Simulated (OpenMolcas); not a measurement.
## Ir5+ in a point-charge field

Ir5+ among 6 point charges of -1.7 e arranged as an octahedron (Oh), 2.33 Å from the ion.

```
Program             : OpenMolcas 26.06
Method              : CASSCF
Basis               : ANO-RCC-VDZP [7s6p4d2f]
Scalar Hamiltonian  : DKH2, point nucleus
Active space        : 4 electrons in 5 orbitals (5d)
State averaging     : 2S+1 = 5 even, 5 roots; 2S+1 = 3 even, 45 roots; 2S+1 = 1 even, 50 roots
Spin-orbit coupling : RASSI with atomic mean-field integrals over the reference wave functions
```

The lowest spin-free states (labels of O, the rotations of Oh), above the lowest:

| State | Degeneracy | E (cm-1) | Free-ion L (%) |
| --- | --- | --- | --- |
| 5E | 2 | 0.0 | D (100) |
| 5T2 | 3 | 3225 | D (100) |
| 3T1 | 3 | 18095 | H (73) |
| 3E | 2 | 19862 | H (97) |
| 3T1 | 3 | 21136 | H (49) |
| 3T2 | 3 | 21175 | H (71) |
| 3A2 | 1 | 22836 | F (100) |
| 3T1 | 3 | 23572 | H (59) |
| 3A1 | 1 | 24048 | G (100) |
| 3T2 | 3 | 24552 | F (62) |
| 3E | 2 | 25661 | G (93) |
| 3T1 | 3 | 26117 | G (69) |
| 3T1 | 3 | 27521 | F (44) |
| 1T2 | 3 | 27905 | I (66) |
| 1E | 2 | 27965 | I (90) |
| 3T2 | 3 | 28248 | G (87) |
| 1A2 | 1 | 29634 | I (99) |
| 1T2 | 3 | 30289 | I (50) |
| 1A1 | 1 | 30441 | I (53) |
| 1T1 | 3 | 30927 | I (62) |

The lowest levels with spin-orbit coupling:

```
E (cm-1)  Degeneracy  Label      2S+1
     0.0           1     A1  5 (65 %)
    5499           3     T1  5 (84 %)
    9750           2      E         5
   10518           3     T2         5
   12810           1     A2  5 (90 %)
   14367           3     T2  5 (86 %)
   15090           3     T1  5 (84 %)
   16708           1     A1  5 (69 %)
   17015           2      E  5 (66 %)
   17042           3     T1  5 (70 %)
   17334           3     T2  5 (63 %)
   23242           1     A1  3 (54 %)
   25312           3     T2  3 (67 %)
   25891           2      E  3 (73 %)
   26633           3     T1  3 (74 %)
   28699           1     A1  3 (71 %)
   29232           3     T1  3 (88 %)
   31357           3     T2         3
   31661           3     T2         3
   31980           2      E  3 (90 %)
```

Powder χT (cm3 K/mol): 0 at 2 K, 0.00154 at 10 K, 0.00771 at 50 K, 0.0154 at 100 K, 0.0308 at 200 K, 0.0463 at 300 K. The effective moment at 300 K is 2.828 √(χT) = 0.61 μB.

A least-squares ligand-field fit to the states below 45000 cm-1, each weighted by its degeneracy and with a free common offset, gives 10Dq = 3358 cm-1, B = 939 cm-1 and C = 3912 cm-1 (C/B = 4.17), with an rms deviation of 34 cm-1.

Spin-orbit coupling mixes the spin-free states strongly: the lowest level takes only 33 % from its leading state, 5E. Without dynamic correlation the repulsion within the d shell is too large (B by tens of per cent), so at a given field states of lower spin stand too high. Point charges give a weaker field than real ligands, and real ions of this kind are as a rule low spin; the high spin found here belongs to the model. This field is weak: 10Dq is about 3358 cm-1, while octahedral complexes of 5d ions of charge 3 and more, computed by the same method with explicit ligands, had a median near 35000 cm-1. Ground spin and moment need not be those of a real site. The ground term spreads over less than 5000 cm-1, several times less than with real ligands, so orbital moments are less quenched and χT lies further from the spin-only value than at real sites. Point charges carry no covalency, so the field is a model and not that of real ligands. No measured value stands beside these numbers.
